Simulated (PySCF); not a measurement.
Compound: C6H5O2S (doublet state).
SMILES with atom numbers: `[CH2:1][c:2]1[cH:3][cH:4][c:5]([C:6](=[O:7])[OH:8])[s:9]1` (hydrogens: H10, H11 on C1; H12 on C3; H13 on C4; H14 on O8)

Geometry (GFN2-xTB, Å), atoms numbered from 1 in this order:
```
atom  x, y, z in Å
C1    -2.795    0.522   -0.539
C2    -1.533    0.171   -0.207
C3    -1.109   -0.892    0.638
C4     0.251   -0.978    0.769
C5     0.944   -0.004    0.046
C6     2.379    0.157   -0.011
O7     3.178   -0.544    0.568
O8     2.754    1.191   -0.794
S9    -0.120    1.046   -0.818
H10   -3.637   -0.026   -0.153
H11   -2.994    1.352   -1.191
H12   -1.817   -1.547    1.113
H13    0.777   -1.707    1.360
H14    3.720    1.260   -0.802
```

The hyperfine couplings belong to this conformer and change with its torsions.

Theory: UKS B3LYP, pcH-1 on C H O S, non-relativistic, mean-field spin-orbit, GIAO (PySCF). Isolated species at its GFN2-xTB geometry (one conformer only). Couplings are sensitive to structure, and on GFN2-xTB geometries they can be far from those on DFT ones. No stability test was run, so a lower SCF solution isn't excluded. ⟨S²⟩ is 0.781 where a pure state has 0.75.

Q: What is the g tensor, term by term?

A: 
```csv
Δg (ppm),1,2,3
relativistic mass correction,-176,-176,-176
gauge correction,-4,37,37
orbital Zeeman/spin–orbit,5,1137,4733
total,-174,999,4595
```

So g = 2.00215, 2.00332, 2.00691 and g_iso = 2.00413; the tensor is rhombic: the two nearest values differ by 25 % of g3 − g1. Axes: g1 is normal to the molecular plane, g2 points within 1° of the C2–C3 bond and g3 points within 12° of the C5–C6 bond.

Q: At 9.695 GHz, how far is the centre of the isotropic spectrum from where a free electron (g = 2.002319) resonates?

A: B = hν/(g μB) with μB/h = 13.99624 MHz/mT gives 345.94 mT for the free electron and 345.63 mT at g_iso, 0.31 mT lower.

Q: How much does each term add to the isotropic shift?

A: The orbital-Zeeman/spin–orbit term 1959, the mass correction -176 and the gauge correction 24 ppm, for a total of 1807 ppm. The orbital-Zeeman/spin–orbit term is the largest in size. The mass correction is the same along every axis, so the anisotropy comes from the other two: their spans along these axes are 41 (gauge) and 4728 ppm (orbital Zeeman/spin–orbit).

Q: In a frozen sample, at which fields do the three g values resonate at 9.5, 34, 94 and 263 GHz (hyperfine left aside), and which band first spreads them over more than twice a line width of 0.5 mT?

A: 
```tsv
band	GHz	B(g3) mT	B(g2) mT	B(g1) mT	spread mT
X	9.5	338.21	338.81	339.01	0.81
Q	34.0	1210.43	1212.60	1213.31	2.88
W	94.0	3346.47	3352.48	3354.45	7.97
J	263.0	9363.01	9379.82	9385.31	22.30
```

The spread grows in proportion to the frequency. Q band is the first where it exceeds 1.0 mT.

Largest spin populations (Mulliken): C1 (+0.58), C5 (+0.33), C3 (+0.31) and C2 (-0.19). Three atoms exceed +0.15. The positive populations add up to 1.44 and the negative ones to -0.44, together 2S = 1. The angles at C1 add up to 360.0°, so it is planar.

The HOMO–LUMO gaps are 4.20 eV among the α and 4.14 eV among the β orbitals.

Hardware: an Intel Xeon at 2.50 GHz with one thread, no GPU (shared host). Cost: 3.3 min (with the writing of density and orbital grids), 0.97 GiB resident at most.
